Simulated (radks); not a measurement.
Correlation energies from several functionals, in hartree. Species: Zn+ [Ar] 3d10 4s1; Kr [Kr]. All-electron calculation, non-relativistic Kohn-Sham, PBE, spin-polarised, spherical densities, point nucleus. Program: a radial shooting solver on a logarithmic mesh with Libxc functionals. Every spin shell is full or empty, so the densities are truly spherical. Functionals are evaluated on that one density, not self-consistently.

\begin{tabular}{lrr}
functional & Zn+ & Kr \\ \hline
PW92 & -2.6072 & -3.2686 \\
VWN5 & -2.6198 & -3.2833 \\
PZ & -2.6023 & -3.2668 \\
Wigner & -1.5241 & -1.9084 \\
PBE & -1.3756 & -1.7639 \\
PBEsol & -1.5761 & -2.0139 \\
LYP & -1.3971 & -1.7493 \\
P86 & -1.5603 & -2.0059 \\
AM05 & -2.4022 & -3.0206 \\
TPSS & -1.3778 & -1.7674 \\
revTPSS & -1.3991 & -1.7946 \\
SCAN & -1.3913 & -1.7592 \\
r2SCAN & -1.3992 & -1.7733 \\
Tao-Mo & -1.3119 & -1.6852 \\
\end{tabular}
